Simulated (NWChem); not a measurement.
All runs are NWChem calculations. System: vinylidene fluoride (C2H2F2), charge 0, spin multiplicity 1, at a geometry optimised with PBE0/def2-SVP. Level: B2PLYP/3-21G, 4 core orbitals frozen.

Output (cleaned and shortened):

```
             Northwest Computational Chemistry Package (NWChem) 7.3.0
             --------------------------------------------------------

                                NWChem Input Module
                                -------------------

 Scaling coordinates for geometry "geometry" by  1.889725989
 (inverse scale =  0.529177249)

 Turning off AUTOSYM since
 SYMMETRY directive was detected!

                             Geometry "geometry" -> ""
                             -------------------------

 Output coordinates in angstroms (scale by  1.889725989 to convert to a.u.)

  No.       Tag          Charge          X              Y              Z
 ---- ---------------- ---------- -------------- -------------- --------------
    1 C                    6.0000     0.00000000     0.00000000     1.38203800
    2 C                    6.0000     0.00000000     0.00000000     0.05825900
    3 F                    9.0000     1.07338700     0.00000000    -0.69346200
    4 F                    9.0000    -1.07338700     0.00000000    -0.69346200
    5 H                    1.0000    -0.94577000     0.00000000     1.92026800
    6 H                    1.0000     0.94577000     0.00000000     1.92026800

 Effective nuclear repulsion energy (a.u.)     118.1080975787

            Nuclear Dipole moment (a.u.)
            ----------------------------
        X                 Y               Z
 ---------------- ---------------- ----------------
     0.0000000000     0.0000000000     0.0000037795

      Symmetry information
      --------------------

 Group name             C2v
 Group number             16
 Group order               4
 No. of unique centers     4

      Symmetry unique atoms

     1    2    3    5


 Summary of "ao basis" -> "" (spherical)
 ------------------------------------------------------------------------------
       Tag                 Description            Shells   Functions and Types
 ---------------- ------------------------------  ------  ---------------------
 *                           3-21g                    on all atoms

  dft_input: which_mp2 not specified, using semidirect MP2 by default.

                                 NWChem DFT Module
                                 -----------------

 Summary of "ao basis" -> "ao basis" (spherical)
 ------------------------------------------------------------------------------
       Tag                 Description            Shells   Functions and Types
[...]
   Bfn.  Coefficient  Atom+Function         Bfn.  Coefficient  Atom+Function
  ----- ------------  ---------------      ----- ------------  ---------------
     6      1.782869  1 C  s                 38     -1.301309  5 H  s
    40     -1.301309  6 H  s                  9      0.709994  1 C  pz
    15     -0.184332  2 C  s                  5      0.152700  1 C  pz
     1     -0.151929  1 C  s                 24      0.128195  3 F  s
    33      0.128195  4 F  s                 18      0.099929  2 C  pz

 center of mass
 --------------
 x =   0.00000000 y =   0.00000000 z =  -0.15336822

 moments of inertia (a.u.)
 ------------------
         172.283399443286           0.000000000000           0.000000000000
           0.000000000000         335.057296963973           0.000000000000
           0.000000000000           0.000000000000         162.773897520687

     Multipole analysis of the density
     ---------------------------------

     L   x y z        total         alpha         beta         nuclear
     -   - - -        -----         -----         ----         -------
     0   0 0 0     -0.000000    -16.000000    -16.000000     32.000000

     1   1 0 0      0.000000      0.000000      0.000000      0.000000
     1   0 1 0      0.000000      0.000000      0.000000      0.000000
     1   0 0 1      0.509245      0.254620      0.254620      0.000004

     2   2 0 0    -16.453553    -48.450951    -48.450951     80.448349
     2   1 1 0      0.000000      0.000000      0.000000      0.000000
     2   1 0 1      0.000000      0.000000      0.000000      0.000000
     2   0 2 0    -16.433003     -8.216502     -8.216502      0.000000
     2   0 1 1      0.000000      0.000000      0.000000      0.000000
     2   0 0 2    -15.325586    -56.785299    -56.785299     98.245011

                   NWChem MP2 Semi-direct Energy/Gradient Module
                   ---------------------------------------------

  Basis functions       =     40
  Molecular orbitals    =     40
  Frozen core           =      4
  Frozen virtuals       =      0
  Active alpha occupied =     12
  Active beta occupied  =     12
  Active alpha virtual  =     24
  Active beta virtual   =     24
  Use MO symmetry       = T
  Use skeleton AO sym   = T

  AO/Fock/Back tols     =   1.0D-09  1.0D-09  1.0D-09

 GA uses MA = F    GA memory limited = T

 Available:
  local mem=  4.43D+07
 global mem=  1.44D+08
 local disk=  0.00D+00
  mp2_memr nvloc                    24
  nvloc new                    24
   1 passes of  12:        2097152                       5907                    781259.
   1 passes of  12: M     44324815           G      144176000           F      42227663.

 Semi-direct pass number   1 of   1  for RHF alpha+beta  at        0.6s
  vrange nnbf                   795
  mp2_eaftype                    10  avail_ma_in_mb                   386
 EAF : mp2_eaftype filesize          10     390629.
  mp2_eaf for mointskh                     10
Node 0 wrote      1.8 Mb in      0.0 s     Agg I/O rate:  1042.9 Mb/s
 Done moints_semi at        0.8s
  mp2_eaftype                    10  avail_ma_in_mb                   386
 EAF : mp2_eaftype filesize          10     390629.
  mp2_eaf for kh                    10
 Done maket at        0.8s
 Done multipass loop at        0.8s

          -------------------------------------------
          DFT energy                    -275.122080946433
          Unscaled MP2 energy             -0.508047751937
          Total DFT+MP2 energy          -275.259253839456
          -------------------------------------------

 -----------------------
 Performance information
 -----------------------

 Timer overhead =  2.68D-07 seconds/call

               Nr. of calls         CPU time (s)                 Wall time (s)                GFlops
             ---------------    -------------------     ------------------------------   -------------------
Name         Min   Avg   Max    Min     Avg     Max     Min     Avg     Max   Mx/calls   Min     Max     Sum
mp2: moin     1     1     1   0.16    0.16    0.16     0.16    0.16    0.16    0.16      0.0     0.0     0.0
mp2: make     1     1     1   2.77E-2 2.77E-2 2.77E-2  2.77E-2 2.77E-2 2.77E-2 2.77E-2   0.0     0.0     0.0
mp2: tota     1     1     1   0.20    0.20    0.20     0.20    0.20    0.20    0.20      0.0     0.0     0.0

 The average no. of pstat calls per process was 3.00D+00
 with a timing overhead of 8.04D-07s

 Task  times  cpu:        0.8s     wall:        0.8s

 Total times  cpu:        0.8s     wall:        0.8s
```

Task: Write an NWChem input that would produce this output.

Result: This is not unique; one that fits is 
```
start mol
memory heap 200 mb stack 900 mb global 1100 mb
geometry units angstroms nocenter noautoz
  C      0.000000     0.000000     1.382038
  C      0.000000     0.000000     0.058259
  F      1.073387     0.000000    -0.693462
  F     -1.073387     0.000000    -0.693462
  H     -0.945770     0.000000     1.920268
  H      0.945770     0.000000     1.920268
  symmetry group C2v
end
basis spherical
  * library 3-21g
end
dft
  xc hfexch 0.53 becke88 0.47 lyp 0.73 mp2 0.27
  dftmp2
  semidirect memsize 60000000 filesize 0
  iterations 100
end
mp2
  freeze core 4
end
task dft energy
```
